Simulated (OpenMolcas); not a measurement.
Computed levels of 3d⁴ in ions with 22 electrons, in cm-1 above ⁵D₀.

```
Program             : OpenMolcas
Method              : MS-CASPT2, IPEA 0.25 Eh, imaginary shift 0.1 Eh
Basis               : ANO-RCC-VQZP
Scalar Hamiltonian  : DKH2, point nucleus
Spin-orbit coupling : state interaction with AMFI integrals over the reference wave functions, term energies averaged over their components
```

Active space for each ion: 4 electrons in 10 orbitals (3d 4d); closed shells correlated by CASPT2: 3s 3p.

| Level | Fe4+ | Ni6+ | Cu7+ |
| --- | --- | --- | --- |
| ⁵D₁ | 149 | 285 | 382 |
| ⁵D₂ | 436 | 826 | 1097 |
| ⁵D₃ | 849 | 1583 | 2080 |
| ⁵D₄ | 1370 | 2520 | 3280 |
| ³P₀(1) | 24560 | 30640 | 33450 |
| ³H₄ | 25280 | 32180 | 35500 |
| ³P₁(1) | 25450 | 32340 | 35700 |
| ³H₅ | 25620 | 32850 | 36420 |
| ³H₆ | 25990 | 33560 | 37350 |

**Question.** Estimate ⁵D₄, ³P₀(1), ³H₄ for Co5+ from its neighbours Fe4+ and Ni6+.

**Answer.** ⁵D₄ is fine structure, which grows about as the fourth power of a screened charge, so the fourth roots are averaged: ((1370^0.25 + 2520^0.25) / 2)^4 = 1880. The calculation gives 1914, so the estimate is off by -1.8 %; the measured value is 1782 (Sugar and Corliss, J. Phys. Chem. Ref. Data 10, 1097 (1981)).
³P₀(1) is another term, which grows about linearly with the charge: (24560 + 30640) / 2 = 27600. The calculation gives 27670, so the estimate is off by -0.3 %; the measured value is 27166 (Sugar and Corliss, J. Phys. Chem. Ref. Data 10, 1097 (1981)).
³H₄ is another term, which grows about linearly with the charge: (25280 + 32180) / 2 = 28730. The calculation gives 28770, so the estimate is off by -0.1 %; the measured value is 28377 (Sugar and Corliss, J. Phys. Chem. Ref. Data 10, 1097 (1981)).

CASPT2 does not keep the components of a term degenerate, so their means are used; among the terms shown or strongly mixed into the levels shown the widest spread is 420 cm-1 (3d⁴ ³H, Fe4+). Active for correlation alone: 4d; no level in the range computed is led by a configuration that fills it, so any true level of that kind is missing. Computed and measured levels are paired by configuration, term and J; levels that our copy of the source lacks, or whose pairing is in doubt (as where it misses far off the trend of its configuration), stay unpaired and out of the deviations. Only configurations of the active space appear.

A number in round brackets counts repeated terms of one configuration in the order of the reference energies.
